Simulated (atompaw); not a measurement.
**What one change does to a pseudopotential (carbon (C), PAW (atompaw))**

atompaw 4.2.0.5 input, output lines left out:

```
C 6
LDA-PW scalarrelativistic loggrid 1500 logderivrange -3 5 201
2 2 0 0 0 0
2 0 1.5
2 1 2.5
0 0 0
c
v
v
1
2.00 1.70 1.35 1.80
y
-0.4
n
y
1.1
n
custom rrkj vanderbiltortho besselshape
2 1 troulliermartins
0.95
0.95
2.00
2.00
```

Change: wave 2p channel at 1.1 Ry: rc 2.00 bohr becomes 2p channel at 1.1 Ry: rc 1.32 bohr.

Cutoffs: the cutoffs (Ry, on a coarse ladder) from which the occupation-weighted sum of valence levels, in a spherical-Bessel basis at the reference potential, stays within 10 and 1 mRy of its value at 400 Ry; they do not see the model core or the augmentation charge, which bear on the density cutoff.

**Question.** What does the change do?

**Answer.** The potential gets neither clearly harder nor softer (30 Ry and 45 Ry → 30 Ry and 45 Ry); the s channel sets the loose cutoff, while the largest relative change is in p, which becomes harder; the range in which the p phases agree widens (upper end 2.3 → at the end of the scan); neither file shows a bound ghost.

```csv
quantity,base,changed
"cutoff, loose",30 Ry,30 Ry
"cutoff, tight",45 Ry,45 Ry
loose cutoff by channel (10 mRy a level),"s 25 Ry, p 12 Ry","s 25 Ry, p 15 Ry"
bound ghosts,none,none
s: phases at 2.00 bohr within 0.05 rad from the reference energy up to (Ry; the scan ends near 5),3.5,3.5
p: phases at 2.00 bohr within 0.05 rad from the reference energy up to (Ry; the scan ends near 5),2.3,to the end of the scan
lowest overlap eigenvalue by channel,"s 0.60, p 0.65","s 0.60, p 0.52"
```

 The cutoffs see the waves, projectors and local potential, not the compensation charge or the core.
